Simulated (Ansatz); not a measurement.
`[O]=[Ta]([OH])([F])[F]` + H–F → `[O]=[Ta]([F])([F])[F]` + H₂O at 298.15 K and 1 bar (ligand exchange at a Ta–O bond).

Calculated with Ansatz (gas phase, PBE0-D4/def2-TZVP geometries, no zero-point term in ΔE). CCSD(T)/CBS is the MP2 limit (def2-TZVPP, def2-QZVPP) plus CCSD(T) − MP2 in def2-TZVPP, frozen cores. This one scheme is used for every species. def2 core potentials past Kr. For Ta outer-core shells are correlated without core-valence functions, which leaves a few kJ/mol of doubt a bond. One conformer a species, not always the lowest.

| species | CCSD(T)/CBS energy (Eh) | H − E (kJ/mol) | S (J/(mol·K)) |
| --- | --- | --- | --- |
| `[O]=[Ta]([OH])([F])[F]` | -407.68418 | 73.7 | 343.1 |
| H–F | -100.39570 | 33.5 | 173.6 |
| `[O]=[Ta]([F])([F])[F]` | -431.70821 | 43.1 | 328.0 |
| H₂O | -76.37941 | 66.4 | 188.7 |

H − E and S are ideal-gas, rigid-rotor, harmonic terms from PBE0-D4/def2-TZVP, for one conformer and one mirror image of each species. 1 Eh = 2625.50 kJ/mol, R = 8.31446 J/(mol·K).

Q: By hand: ΔE, ΔH, ΔS and ΔG.

A: ΔE = (-431.70821) + (-76.37941) − (-407.68418) − (-100.39570) = -0.00774 Eh = -20.3 kJ/mol. Δ(H − E) = 43.1 + 66.4 − 73.7 − 33.5 = 2.3, so ΔH = -18.0 kJ/mol. ΔS = 328.0 + 188.7 − 343.1 − 173.6 = 0.0 J/(mol·K). ΔG = -18.0 − 298.15 × (0.0)/1000 = -18.0 kJ/mol.

Q: By hand: the equilibrium constant, and the temperature at which ΔG would vanish if ΔH and ΔS stayed fixed.

A: log₁₀ K = −ΔG/(RT ln 10) = 3.2. With ΔH or ΔS at zero there is no such temperature.

The number of gas molecules stays the same, so ΔS is small and ΔH decides. A doubt of 5 kJ/mol in ΔE shifts log₁₀ K by 0.9 here. Other conformers and mirror images would add mixing entropy, several J/(mol·K) or more a flexible species. These are equilibria of isolated gas molecules and say nothing of rates. Largest T1 diagnostic: 0.020 (customary marks: 0.02 for closed shells, 0.045 for open ones).

ΔS is within the doubt of such terms, so its sign, and with it that verdict, could turn.
